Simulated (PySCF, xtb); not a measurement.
C2H6N, SMILES [NH+](=C)C, charge +1.

Harmonic wavenumbers (cm⁻¹) from GFN2-xTB in xtb at its own minimum, in rising order: 189, 461, 581, 937, 977, 1016, 1025, 1073, 1189, 1316, 1353, 1378, 1400, 1427, 1714, 2995, 3016, 3043, 3060, 3082, 3243.

Question: What does PBE-D3(BJ)/def2-TZVP (PySCF) give at its own minimum? (An estimate is asked for; the answer gives what the named calculation found.)

Answer: 194, 455, 567, 907, 1021, 1035, 1079, 1107, 1227, 1383, 1413, 1413, 1428, 1475, 1697, 2993, 3070, 3076, 3113, 3193, 3397. Paired by order, the mean absolute difference is 43 cm⁻¹ and the zero-point energies are 49.3 and 50.4 kcal/mol.
